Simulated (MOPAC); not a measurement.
Input file for MOPAC: PM6 on FH3SSi (SMILES F[SiH2]S), a point of a torsion scan.

```
PM6 1SCF PRECISE CHARGE=0 THREADS=1
FH3SSi

F     -1.29558350 1     1.31626786 1    -0.25421188 1
Si    -0.55273387 1    -0.06889007 1     0.07965203 1
S      1.49578415 1     0.34753097 1     0.52843728 1
H     -1.23653196 1    -0.57969043 1     1.24860350 1
H     -0.54916450 1    -0.85343894 1    -1.13066724 1
H      1.26421629 1     1.14302462 1     1.56392453 1
```

Program output:

```
*******************************************************************************
 **                                                                           **
 **                              MOPAC v23.2.5                                **
 **                                                                           **
 *******************************************************************************
 ** MOPAC's Digital Object Identifier: https://doi.org/10.5281/zenodo.6511958 **
 **                                                                           **
 ** Please cite the open-source release paper for use of this MOPAC version:  **
 ** J. E. Moussa and J. J. P. Stewart (2026)                                  **
 ** MOPAC: An open-source semiempirical molecular orbital program             **
 ** J. Open Source Softw., 11(119), 8025, https://doi.org/10.21105/joss.08025 **
 *******************************************************************************

                              PM6 CALCULATION RESULTS

 *******************************************************************************
 *  PM6        - The PM6 Hamiltonian to be used
 *
 *
 *
 *                 CHARGE ON SYSTEM = 0
 *
 *
 *
 *  PRECISE    - TIGHTER CRITERIA TO BE USED
 *  1SCF       - DO 1 SCF AND THEN STOP
 *  THREADS=1  - MULTI-THREADING NOT USED
 *  T=         - A TIME OF 172800.0 SECONDS REQUESTED
 *  DUMP=N     - RESTART FILE WRITTEN EVERY 7200.0 SECONDS REQUESTED
 *******************************************************************************
PM6 1SCF PRECISE CHARGE=0 THREADS=1
 FH3SSi

   ATOM   CHEMICAL          X               Y               Z
  NUMBER   SYMBOL      (ANGSTROMS)     (ANGSTROMS)     (ANGSTROMS)

     1       F         -1.29558350  *   1.31626786  *  -0.25421188  *
     2      Si         -0.55273387  *  -0.06889007  *   0.07965203  *
     3       S          1.49578415  *   0.34753097  *   0.52843728  *
     4       H         -1.23653196  *  -0.57969043  *   1.24860350  *
     5       H         -0.54916450  *  -0.85343894  *  -1.13066724  *
     6       H          1.26421629  *   1.14302462  *   1.56392453  *



          CARTESIAN COORDINATES

    NO.       ATOM           X           Y           Z

     1         F         -1.2956      1.3163     -0.2542
     2        Si         -0.5527     -0.0689      0.0797
     3         S          1.4958      0.3475      0.5284
     4         H         -1.2365     -0.5797      1.2486
     5         H         -0.5492     -0.8534     -1.1307
     6         H          1.2642      1.1430      1.5639

 General Reference for PM6:
 "Optimization of Parameters for Semiempirical Methods V: Modification of NDDO Approximations
 and Application to 70 Elements", J. J. P. Stewart, J. Mol. Mod., 13, 1173-1213 (2007)
 URL: https://link.springer.com/article/10.1007/s00894-007-0233-4

           Empirical Formula: H3 F Si S  =     6 atoms



      MOLECULAR POINT GROUP   :   C1


      RHF CALCULATION, NO. OF DOUBLY OCCUPIED LEVELS = 10


 -------------------------------------------------------------------------------
 PM6 1SCF PRECISE CHARGE=0 THREADS=1
 FH3SSi



     1SCF WAS SPECIFIED, SO BFGS WAS NOT USED
     SCF FIELD WAS ACHIEVED


                              PM6 CALCULATION
                                                       MOPAC v23.2.5 Linux




          FINAL HEAT OF FORMATION =       -104.48401 KCAL/MOL =    -437.16109 KJ/MOL


          COSMO AREA              =        107.25 SQUARE ANGSTROMS
          COSMO VOLUME            =         95.63 CUBIC ANGSTROMS

          IONIZATION POTENTIAL    =          9.590235 EV
          HOMO LUMO ENERGIES (EV) =         -9.590 -0.289
          NO. OF FILLED LEVELS    =         10
          MOLECULAR WEIGHT        =         82.1676         POINT GROUP:  C1

          MOLECULAR DIMENSIONS (Angstroms)

            Atom       Atom       Distance
            H     6    H     5     3.81248
            S     3    F     1     2.73058
            H     4    F     1     2.14580


          SCF CALCULATIONS        =          1





   ATOM   CHEMICAL          X               Y               Z
  NUMBER   SYMBOL      (ANGSTROMS)     (ANGSTROMS)     (ANGSTROMS)

     1       F         -1.29558350  *   1.31626786  *  -0.25421188  *
     2      Si         -0.55273387  *  -0.06889007  *   0.07965203  *
     3       S          1.49578415  *   0.34753097  *   0.52843728  *
     4       H         -1.23653196  *  -0.57969043  *   1.24860350  *
     5       H         -0.54916450  *  -0.85343894  *  -1.13066724  *
     6       H          1.26421629  *   1.14302462  *   1.56392453  *

                             CARTESIAN COORDINATES

   1    F       -1.295583500     1.316267860    -0.254211880
   2   Si       -0.552733870    -0.068890070     0.079652030
   3    S        1.495784150     0.347530970     0.528437280
   4    H       -1.236531960    -0.579690430     1.248603500
   5    H       -0.549164500    -0.853438940    -1.130667240
   6    H        1.264216290     1.143024620     1.563924530


           Empirical Formula: H3 F Si S  =     6 atoms



      MOLECULAR POINT GROUP   :   C1


                  EIGENVALUES
 -40.38478 -30.24266 -18.19980 -15.80198 -15.66290 -14.77249 -13.45900 -11.74989
 -10.25455  -9.59024  -0.28902  -0.07201   0.18503   0.51082   0.91228   1.00910
   1.21150   1.89716   1.92325   2.05764   2.16088   3.12195   3.67228   4.37668
   4.48148


              NET ATOMIC CHARGES AND DIPOLE CONTRIBUTIONS

  ATOM NO.   TYPE          CHARGE      No. of ELECS.   s-Pop       p-Pop       d-Pop
    1          F          -0.345282        7.3453     1.93289     5.41239
    2         Si           0.602167        3.3978     1.12901     1.35330     0.91552
    3          S          -0.443988        6.4440     1.90576     4.42012     0.11811
    4          H          -0.007456        1.0075     1.00746
    5          H          -0.006418        1.0064     1.00642
    6          H           0.200976        0.7990     0.79902
 DIPOLE           X         Y         Z       TOTAL
 POINT-CHG.    -1.358    -1.973     1.025     2.605
 HYBRID         0.706     0.942    -0.190     1.192
 SUM           -0.653    -1.031     0.835     1.479


          ATOMIC ORBITAL ELECTRON POPULATIONS

     Atom    s        px        py        pz      x^2-y^2     xz        z^2       yz        xy
    1  F   1.93289   1.82593   1.71065   1.87581
    2 Si   1.12901   0.36759   0.32727   0.65844   0.17477   0.14992   0.14189   0.26723   0.18171
    3  S   1.90576   1.44861   1.57798   1.39353   0.02569   0.01320   0.01960   0.04674   0.01288
    4  H   1.00746
    5  H   1.00642
    6  H   0.79902

 **********************
 *                    *
 * JOB ENDED NORMALLY *
 *                    *
 **********************




 == MOPAC DONE ==
```

The run finished.

Cost: about 0.04 core-seconds (a rough figure).
